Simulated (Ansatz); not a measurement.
Relaxation of CH$_{4}$ClGa (7 atoms, charge 0, multiplicity 1), to a largest force component of 0.03 eV/Å in at most 50 steps.

All numbers below come from Ansatz, RHF/def2-SVP.

```xyz
7
Properties=species:S:1:pos:R:3:forces:R:3
Ga 0.268 -0.008 -1.326 -0.10 0.00 -0.20
Cl 1.369 0.004 1.937 0.75 0.00 -1.13
H 2.048 -0.001 0.802 -0.65 0.01 1.32
C -1.751 0.000 -1.045 -0.02 0.00 0.02
H -2.086 -0.907 -0.528 0.01 0.01 0.00
H -2.067 0.859 -0.441 0.00 0.00 0.00
H -2.285 0.053 -2.001 0.01 0.00 0.00
```

**Question.** Where does it end, and by what steps?

**Answer.** It converged. The force dipped under the threshold on the way, but the program's further checks kept it going. After 12 steps the energy has fallen by 0.103 eV; H3 moved furthest, 0.61 Å.

```json
{"step": "0", "energy less start (eV)": "0.0000", "largest force component (eV/Å)": "1.316", "accepted": "yes"}
{"step": "1", "energy less start (eV)": "-0.0724", "largest force component (eV/Å)": "0.614", "accepted": "yes"}
{"step": "2", "energy less start (eV)": "-0.0839", "largest force component (eV/Å)": "0.590", "accepted": "yes"}
{"step": "3", "energy less start (eV)": "-0.0995", "largest force component (eV/Å)": "0.105", "accepted": "yes"}
{"step": "4", "energy less start (eV)": "-0.1005", "largest force component (eV/Å)": "0.059", "accepted": "yes"}
{"step": "5", "energy less start (eV)": "-0.1006", "largest force component (eV/Å)": "0.055", "accepted": "yes"}
{"step": "6", "energy less start (eV)": "-0.0861", "largest force component (eV/Å)": "0.960", "accepted": "no"}
{"step": "7", "energy less start (eV)": "-0.1014", "largest force component (eV/Å)": "0.006", "accepted": "yes"}
{"step": "8", "energy less start (eV)": "-0.1011", "largest force component (eV/Å)": "0.239", "accepted": "no"}
{"step": "9", "energy less start (eV)": "-0.1019", "largest force component (eV/Å)": "0.041", "accepted": "yes"}
{"step": "10", "energy less start (eV)": "-0.1021", "largest force component (eV/Å)": "0.068", "accepted": "yes"}
{"step": "11", "energy less start (eV)": "-0.1023", "largest force component (eV/Å)": "0.095", "accepted": "yes"}
{"step": "12", "energy less start (eV)": "-0.1025", "largest force component (eV/Å)": "0.001", "accepted": "yes"}
```

```xyz
7
Properties=species:S:1:pos:R:3
Ga 0.158 -0.002 -1.742
Cl 1.207 -0.004 1.797
H 2.384 -0.001 1.314
C -1.780 0.001 -1.087
H -2.009 -0.902 -0.509
H -1.984 0.865 -0.443
H -2.481 0.042 -1.930
```

Whether the end is a true minimum wasn't checked by a vibrational analysis.

Time of the run: 9.6 s on 1 thread of AMD EPYC 9R45 96-Core Processor (Zen 5) (shared host), peak memory 0.17 GiB.
